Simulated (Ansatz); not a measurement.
This geometry of BFGaH₃ (6 atoms, charge 0, multiplicity 1) is a first-order saddle point.

Method: Ansatz, RKS PBE0/def2-SVP.

```xyz
6
Properties=species:S:1:pos:R:3
B -0.702 0.429 -0.648
Ga 0.568 -0.776 0.239
F 1.592 -2.095 0.722
H -1.793 0.518 -0.140
H -0.221 1.305 -1.323
H 0.555 0.619 1.150
```

Task: Which two structures does it join? (They come from a converged band through this point; their orientation in space is the band's.)

Result: Bonds broken: Ga2–H6. Bonds formed: B1–H6.

Image 0:

```xyz
6
Properties=species:S:1:pos:R:3
B -0.763 0.461 -0.706
Ga 0.628 -0.257 0.665
F 1.202 -1.897 0.334
H -1.951 0.298 -0.547
H -0.424 1.066 -1.696
H 1.309 0.330 1.950
```

Image 8:

```xyz
6
Properties=species:S:1:pos:R:3
B -0.435 0.759 -0.073
Ga 0.597 -1.023 0.113
F 1.455 -2.542 0.242
H -1.576 0.337 -0.007
H -0.035 1.108 -1.169
H -0.007 1.361 0.895
```

Task: How far does it lie above each of them?

Result: 53.5 kJ/mol above the first and 150.4 kJ/mol above the second. This is the barrier of this one path; another mechanism may lie lower. The orbitals stay closed-shell, which can raise the energy where a bond breaks towards radicals; this wasn't checked here.

Time of the run: 3.2 min on 1 thread of Arm Neoverse V2, on a shared host, peak memory 0.17 GiB.
